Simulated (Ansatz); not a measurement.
Two isomers of C2H8BNSi: A = `C=NBC[SiH3]`, B = `B[SiH](C)N=C`.

Calculated with Ansatz (gas phase, PBE0-D4/def2-TZVP geometries, no zero-point term in ΔE). CCSD(T)/CBS is the MP2 limit (def2-TZVPP, def2-QZVPP) plus CCSD(T) − MP2 in def2-TZVPP, frozen cores. DFT in def2-TZVPP. B3LYP here is the variant with VWN-RPA as its local correlation; programs differ in this. Each species was taken in one conformer, which may not be the lowest.

A:

```xyz
13

C     1.440   -1.106    2.023
N     0.578   -1.038    1.135
B    -0.372   -0.956    0.164
C    -0.133   -0.156   -1.165
Si   -0.864    1.566   -1.033
H     2.165   -1.926    2.059
H     1.512   -0.349    2.812
H    -1.420   -1.495    0.395
H    -0.629   -0.650   -2.005
H     0.929   -0.047   -1.405
H    -0.174    2.343    0.033
H    -0.719    2.310   -2.316
H    -2.312    1.503   -0.697
```

B:

```xyz
13

B     0.174    0.278    2.128
Si   -0.189    0.245    0.153
C    -1.654   -0.837   -0.282
N     1.194   -0.359   -0.733
C     1.877    0.319   -1.541
H     1.250    0.064    2.605
H    -0.714    0.552    2.884
H    -0.486    1.667   -0.249
H    -2.549   -0.502    0.246
H    -1.851   -0.797   -1.356
H    -1.461   -1.877   -0.012
H     2.737   -0.127   -2.055
H     1.674    1.375   -1.788
```

(1) Which is lower in electronic energy at CCSD(T)/CBS, and by how much? (An estimate is asked.)

(2) Give E(B) − E(A) in kJ/mol with ωB97M-V, PBE0-D4, B3LYP-D4, B3LYP, MP2/def2-TZVPP, HF/def2-TZVPP, CCSD/def2-TZVPP. (Best estimate.)

Largest T1 diagnostic: 0.014.

Results:

(1) Ansatz gave: A, by 111.5 kJ/mol.

(2) Computed: ωB97M-V 118.5, PBE0-D4 123.0, B3LYP-D4 121.4, B3LYP 123.1, MP2/def2-TZVPP 116.5, HF/def2-TZVPP 95.4, CCSD/def2-TZVPP 109.4. None reverses the order clearly.

From PBE to PBE0 (25 % exact exchange), in def2-TZVPP and without D4, E(B) − E(A) moves by −7.4 kJ/mol. In def2-TZVPP, CCSD(T) changes the Hartree–Fock value by +17.4 kJ/mol (the triples alone add +3.3 kJ/mol) and MP2 by +21.2 kJ/mol.
